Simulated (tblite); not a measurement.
Compound: C4H11FO2Si.
Structure used (GFN2-xTB), in Å, numbered top down from 1:
```xyz
19
C4H11FO2Si angstrom
C      3.1099    0.6685   -0.3321
O      1.8615    0.6843    0.3167
C      0.8403    0.1041   -0.4545
C     -0.4867    0.1950    0.3062
C     -0.3700   -0.5356    1.6413
F     -1.4050   -0.1822    2.4697
O     -1.4768   -0.3478   -0.5038
Si    -3.0899   -0.3915   -0.2883
H      3.0773    1.2368   -1.2690
H      3.8186    1.1321    0.3503
H      3.4283   -0.3574   -0.5525
H      0.7309    0.6262   -1.4163
H      1.0634   -0.9536   -0.6653
H     -0.7065    1.2503    0.5195
H     -0.4308   -1.6178    1.4946
H      0.5596   -0.2528    2.1411
H     -3.4333   -0.9703   -1.5785
H     -3.6192    0.9580   -0.0837
H     -3.4815   -1.2367    0.8384
```

Calculated harmonic vibrations of the isolated species, GFN2-xTB (tblite), most abundant isotopes, no scaling. The method is semi-empirical: single wavenumbers can be off by several per cent or more. Modes of hydrogen on silicon can be 10 to 20 % off. One conformer, not necessarily the lowest.

Harmonic wavenumbers (cm⁻¹): 31.2, 73.9, 80.0, 95.2, 113.3, 155.5, 194.2, 230.4, 268.7, 340.7, 346.9, 440.6, 550.5, 608.5, 641.0, 747.4, 782.7, 805.9, 829.9, 897.3, 956.1, 1008.1, 1051.7, 1083.1, 1102.9, 1126.9, 1134.0, 1162.2, 1178.4, 1194.6, 1217.1, 1277.4, 1289.7, 1336.1, 1346.1, 1404.0, 1422.1, 1465.8, 1485.5, 1493.1, 2240.8, 2273.3, 2332.4, 2852.2, 2887.7, 2895.9, 2904.9, 2926.7, 2966.8, 2981.9, 3034.3.

A = 2922, B = 839.1, C = 679.5 MHz; mass 138.051 u (most abundant isotopes); point group C1, symmetry number 1.

Problem. Zero-point energy?

Solution. Half the sum of the wavenumbers: 31633 cm⁻¹ = 378.41 kJ/mol.

Problem. Entropy at 500 K, 1 bar (ideal gas, RRHO, classical rotation)?

Solution. Translation 181.06, rotation 130.49, vibration 235.08: S = 546.6 J/(mol K).

Problem. And Cp and H(500 K) − H(0)?

Solution. Cp = 242.96 J/(mol K), of which vibrations give 209.70 (their classical limit is 51 R = 424.0); H(500 K) − H(0) = 73.37 kJ/mol without the zero-point energy, 56.75 from vibrations.

Problem. How do the functions run with temperature in this model?

Solution. 
| T (K) | S (J/(mol K)) | Cp (J/(mol K)) | H − H(0) (kJ/mol) | G − H(0) (kJ/mol) | ln q(vib) |
| --- | --- | --- | --- | --- | --- |
| 50 | 255.3 | 64.2 | 2.31 | -10.45 | 0.88 |
| 100 | 308.6 | 90.6 | 6.23 | -24.62 | 2.58 |
| 298.15 | 441.5 | 167.1 | 31.67 | -99.96 | 8.92 |
| 373.15 | 482.3 | 197.4 | 45.35 | -134.62 | 11.09 |
| 750 | 658.4 | 307.8 | 142.83 | -350.96 | 21.19 |
| 1000 | 753.1 | 349.9 | 225.41 | -527.71 | 27.23 |

q(vib) and H(0) count from the zero-point level.

Problem. What must be added to the electronic energy to get the Gibbs energy at 500 K and 1 bar?

Solution. ZPE + [H(500 K) − H(0)] − T·S = 378.41 + 73.37 − 273.31 = 178.47 kJ/mol.

Problem. Blend soft modes into free rotors: weight 1/[1 + (100 cm⁻¹/ν̃)⁴] for the oscillator and the rest for a rotor with moment μB/(μ + B), μ = h/(8π²ν), B = 10⁻⁴⁴ kg m². What vibrational entropy results?

Solution. 212.55 J/(mol K) in place of 235.08, which changes −T·S at 500 K by +11.26 kJ/mol.

Problem. Which modes carry the vibrational entropy at 500 K?

Solution. 31.2 cm⁻¹: 28.36; 73.9 cm⁻¹: 21.20; 80.0 cm⁻¹: 20.54; 95.2 cm⁻¹: 19.11; 113.3 cm⁻¹: 17.67; 155.5 cm⁻¹: 15.07 J/(mol K); the other 45 give 113.13 together.

Hindered rotation and anharmonicity are outside this model. Other conformers, if any are populated, would add a mixing term that is left out. The structure is chiral; the term R ln 2 for an equal mix with its mirror image is left out.

Hardware: Arm Neoverse N1, one thread, no GPU, shared host with 64 logical CPUs at a one-minute load of 57. Cost: 1.1 s. This covers the Hessian and the dipole derivatives.
